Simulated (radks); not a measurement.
Values are calculated unless marked as measured or tabulated.
The indium ion In+, [Kr] 4d10 5s2. Level of theory: non-relativistic Kohn-Sham, PBE, spin-polarised, spherical densities, point nucleus (a radial shooting solver on a logarithmic mesh with Libxc functionals). Every spin shell is full or empty, so the densities are truly spherical. Functionals are evaluated on that one density, not self-consistently. Rank these exchange functionals by their error against the exact value of the orbitals, and give that value: LDA, PBE, revPBE, PW91, PW86, AM05, G96, APBE, r2SCAN, MS2, Tao-Mo, TASK, MVS.

Answer. Exact: -153.542 hartree. From best to worst, with 100 (|E| - |E exact|)/|E exact| (equal figures are ties): PW91 +0.02, r2SCAN -0.08, MVS +0.08, PW86 -0.15, revPBE -0.26, APBE +0.34, G96 +0.36, PBE -0.40, MS2 -0.56, Tao-Mo -0.78, TASK -2.24, AM05 -4.54, LDA -4.87.
